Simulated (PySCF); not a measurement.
Spinor energies of Tc²³⁺ (technetium, charge +23)

Start: [Ar] 3d2; 3d3/2 filled at m_j = +1/2, +3/2. Calculated with PySCF 2.14 in an uncontracted even-tempered set (16 s from 3 bohr⁻², ratio 2.8; 12 p from 3.8 bohr⁻², ratio 2.8; 8 d from 3.8 bohr⁻², ratio 2.8; 3 f from 12 bohr⁻², ratio 3): generalised Hartree-Fock with the X2C-1e Hamiltonian and a Gaussian nucleus; one run each with spin-orbit coupling (SO) switched off, then screened by Boettger's factors.

| spinor shell | electrons | ε, spin-free (eV) | ε, screened SO (eV) | weight of nominal j (screened SO) | rms radius, screened SO (bohr) |
| --- | --- | --- | --- | --- | --- |
| 1s1/2 | 2 | -22102.3 | -22100.7 | 1.000 | 0.0394 |
| 2s1/2 | 2 | -4022.3 | -4021.6 | 1.000 | 0.161 |
| 2p1/2 | 2 | -3694.4 | -3779.8 | 0.999 | 0.140 |
| 3s1/2 | 2 | -1352.3 | -1352.1 | 1.000 | 0.407 |
| 3p1/2 | 2 | -1237.6 | -1260.8 | 0.970 | 0.398 |
| 3p3/2 | 4 | -1237.6 | -1226.5 | 0.985 | 0.407 |
| 3d3/2 | 2 | -1101.2 | -1103.0 | 0.948 | 0.364 |

Where does 2p3/2 lie, and what is the 2p spin-orbit splitting (screened SO)?

At -3653.7 eV, 126.12 eV above 2p1/2.

```
   quantity    spin-free  screened SO
E (hartree)  -3963.89242  -3964.62192
        M_J            2            2
       ⟨J²⟩        8.001        6.319
       ⟨L²⟩       12.001       11.156
       ⟨S²⟩        2.000        1.736
```

The determinant has a definite M_J but mixes levels of different J.

Each row is a mean over spinors that exchange with the open shell spreads, by up to 15.804 eV (3p1/2).

Breit and QED terms are absent; they matter most for the inner s and p1/2 levels.

Densities and radii are taken from the X2C orbitals without a picture-change correction, which distorts them close to the nucleus.

Without spin-orbit coupling the j labels of p, d and f shells carry no meaning; the spin-free column gives the mean over the occupied spinors of each nl shell, and its ⟨J²⟩ belongs to a mixture of degenerate components.
